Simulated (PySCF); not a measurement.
ZnF2, SMILES [Zn]([F])[F]. Geometry optimised at B3LYP-D3(BJ)/def2-TZVP. The isomer is the one that the SMILES or the coordinates give; other isomers of the formula were not compared.

The numbers are results of PySCF with B3LYP-D3(BJ)/def2-TZVP, not measurements.

Harmonic wavenumbers (cm⁻¹): 163, 163, 592, 753. Rotational constants (GHz): 4.390 (linear); symmetry number 2.

Work out the zero-point energy and the ideal-gas rigid-rotor harmonic-oscillator thermochemistry at 298.15 K and 1 atm.

ZPE = ½ Σ hcν = ½ × 1671 cm⁻¹ = 10.00 kJ/mol. H − E(el) = 22.61 kJ/mol. Entropy in J/(mol K): translation 166.59, rotation 62.87, vibration 24.00, total 253.47. G − E(el) = -52.96 kJ/mol. Cp = 52.34 J/(mol K).
